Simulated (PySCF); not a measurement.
**cyclo-(Cl2SiS)4: computed shieldings and shifts**

cyclo-(Cl2SiS)4, Cl8S4Si4.

Geometry:
```json
{"atom": "Si1", "x (Å)": "-0.890", "y (Å)": "1.050", "z (Å)": "-1.859"}
{"atom": "Cl2", "x (Å)": "-2.558", "y (Å)": "0.020", "z (Å)": "-2.441"}
{"atom": "Cl3", "x (Å)": "-0.601", "y (Å)": "2.644", "z (Å)": "-3.101"}
{"atom": "S4", "x (Å)": "-1.102", "y (Å)": "1.922", "z (Å)": "0.073"}
{"atom": "Si5", "x (Å)": "-1.949", "y (Å)": "0.325", "z (Å)": "1.220"}
{"atom": "Cl6", "x (Å)": "-1.446", "y (Å)": "0.764", "z (Å)": "3.151"}
{"atom": "Cl7", "x (Å)": "-3.983", "y (Å)": "0.312", "z (Å)": "1.036"}
{"atom": "S8", "x (Å)": "-1.353", "y (Å)": "-1.634", "z (Å)": "0.635"}
{"atom": "Si9", "x (Å)": "0.658", "y (Å)": "-1.760", "z (Å)": "1.353"}
{"atom": "Cl10", "x (Å)": "1.540", "y (Å)": "-3.180", "z (Å)": "0.175"}
{"atom": "Cl11", "x (Å)": "0.676", "y (Å)": "-2.391", "z (Å)": "3.293"}
{"atom": "S12", "x (Å)": "1.738", "y (Å)": "0.077", "z (Å)": "1.376"}
{"atom": "Si13", "x (Å)": "2.173", "y (Å)": "0.380", "z (Å)": "-0.698"}
{"atom": "Cl14", "x (Å)": "3.890", "y (Å)": "-0.602", "z (Å)": "-1.200"}
{"atom": "Cl15", "x (Å)": "2.460", "y (Å)": "2.395", "z (Å)": "-0.884"}
{"atom": "S16", "x (Å)": "0.713", "y (Å)": "-0.356", "z (Å)": "-2.062"}
```

GIAO calculations in PySCF on the PBE0-D3(BJ)/def2-SVP structure: isolated species, non-relativistic, equivalent atoms averaged; basis pcSseg-1.

Task: Give the isotropic shieldings (ppm) with B3LYP, PBE0.

Result: 
```csv
atoms,environment,B3LYP,PBE0
Cl2/Cl3/Cl6/Cl7/Cl10/Cl11/Cl14/Cl15,chlorine bonded to Si,735,747
S4/S8/S12/S16,sulfur bonded to 2 Si,495,522
Si1/Si5/Si9/Si13,"silicon bonded to 2 Cl, 2 S",301.5,319.4
HOMO–LUMO gap (eV),–,6.41,6.85
```

Task: And the chemical shifts, against references computed in the same way?

Result: 
| atoms | nucleus, reference | B3LYP | PBE0 |
| --- | --- | --- | --- |
| Cl2/Cl3/Cl6/Cl7/Cl10/Cl11/Cl14/Cl15 | $^{35}$Cl, HCl | 195 | 196 |
| S4/S8/S12/S16 | $^{33}$S, CS2 | -9 | -26 |
| Si1/Si5/Si9/Si13 | $^{29}$Si, TMS | 36.4 | 32.5 |

Task: Which part of the shielding of Cl2/Cl3/Cl6/Cl7/Cl10/Cl11/Cl14/Cl15 depends on the functional?

Result: Diamagnetic: B3LYP 1147, PBE0 1147 ppm; paramagnetic: B3LYP -412, PBE0 -400 ppm. The diamagnetic part, set mainly by inner electrons, hardly moves; the paramagnetic part goes with low-lying magnetically allowed excitations and carries the spread.
